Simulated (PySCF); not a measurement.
Atomic charges by several schemes

Compound: C₃H₇FOSi.
Geometry (GFN2-xTB, Å), atoms numbered from 1 in this order:
```xyz
13
C3H7FOSi angstrom
C     -2.061   -0.164   -0.139
Si    -0.367    0.560   -0.548
O      0.702   -0.503   -1.247
C      1.657   -0.545   -0.184
C      1.008    0.423    0.802
F      0.673   -0.189    1.996
H     -1.984   -0.988    0.566
H     -2.539   -0.538   -1.040
H     -2.711    0.589    0.294
H     -0.365    1.851   -1.232
H      1.730   -1.560    0.207
H      2.629   -0.220   -0.556
H      1.623    1.284    1.062
```

Density: PBE0/pcSseg-1 (PySCF); schemes: Mulliken, IAO, Hirshfeld and ESP-fitted. Geometry: GFN2-xTB; no solvent, vibrations or thermal averaging.

Task: Atoms with like bonding are taken together and averaged. For which atoms does the sign change between the 4 schemes (beyond +0.03 e in one, beyond −0.03 e in another)?

Result: C4. Atomic charges aren't observables, and each scheme defines them in its own way.

Task: Do the Mulliken, IAO, Hirshfeld and ESP-fitted schemes agree on where the charge is highest?

Result: All schemes agree: Mulliken Si2 (+0.911); IAO Si2 (+1.130); Hirshfeld Si2 (+0.443); ESP-fitted Si2 (+0.956).

Task: Give the atomic charges in each scheme.

Result: In e; atoms taken as equivalent share a row and are averaged (×n: the atom named and its like, n in all):

```json
{"atom": "C1", "environment": "Si-methyl carbon", "Mulliken": "-0.643", "IAO": "-0.740", "Hirshfeld": "-0.207", "ESP-fitted": "-0.736"}
{"atom": "Si2", "environment": "oxygen-bound silicon", "Mulliken": "+0.911", "IAO": "+1.130", "Hirshfeld": "+0.443", "ESP-fitted": "+0.956"}
{"atom": "O3", "environment": "silyl ether oxygen", "Mulliken": "-0.606", "IAO": "-0.676", "Hirshfeld": "-0.266", "ESP-fitted": "-0.592"}
{"atom": "C4", "environment": "sp3 carbon bound to oxygen", "Mulliken": "+0.073", "IAO": "-0.070", "Hirshfeld": "-0.008", "ESP-fitted": "+0.294"}
{"atom": "C5", "environment": "sp3 C–F carbon", "Mulliken": "-0.108", "IAO": "-0.117", "Hirshfeld": "-0.037", "ESP-fitted": "-0.260"}
{"atom": "F6", "environment": "alkyl fluorine", "Mulliken": "-0.337", "IAO": "-0.326", "Hirshfeld": "-0.131", "ESP-fitted": "-0.203"}
{"atom": "H7/H8/H9", "environment": "methyl hydrogen", "Mulliken": "+0.151", "IAO": "+0.168", "Hirshfeld": "+0.051", "ESP-fitted": "+0.186"}
{"atom": "H10", "environment": "Si–H hydrogen", "Mulliken": "-0.112", "IAO": "-0.147", "Hirshfeld": "-0.079", "ESP-fitted": "-0.197"}
{"atom": "H11", "environment": "methylene hydrogen", "Mulliken": "+0.130", "IAO": "+0.154", "Hirshfeld": "+0.047", "ESP-fitted": "+0.048"}
{"atom": "H12", "environment": "methylene hydrogen", "Mulliken": "+0.124", "IAO": "+0.144", "Hirshfeld": "+0.047", "ESP-fitted": "+0.015"}
{"atom": "H13", "environment": "methine hydrogen", "Mulliken": "+0.114", "IAO": "+0.142", "Hirshfeld": "+0.038", "ESP-fitted": "+0.117"}
```

Mean size of the charges over all atoms: IAO 0.319 e, ESP-fitted 0.306 e, Mulliken 0.278 e, Hirshfeld 0.112 e. Each set sums to the total charge, 0, to within 0.001 e. The ESP scheme is a least-squares fit of atom-centred charges to the potential on four shells outside the van der Waals surface, with the total charge fixed.

Some averages cover members that differ in this geometry: H7/H8/H9, ESP-fitted +0.159 to +0.201 e.

Task: How many electrons does the ESP-fitted scheme count on O3?

Result: Z − q = 8 − (-0.592) = 8.592.

Task: How closely do the schemes follow one another over all atoms?

Result: Correlation coefficient and root-mean-square difference: Mulliken with IAO 0.99, 0.082 e; IAO with Hirshfeld 0.99, 0.284 e; Mulliken with Hirshfeld 0.98, 0.220 e; Mulliken with ESP-fitted 0.97, 0.100 e; IAO with ESP-fitted 0.95, 0.136 e; Hirshfeld with ESP-fitted 0.94, 0.259 e.

The run behind these numbers computed NMR shieldings as well. Hardware: an AMD EPYC 9R45 with one thread, shared host. Cost: 7.4 s of wall time, 0.70 GiB resident at most.
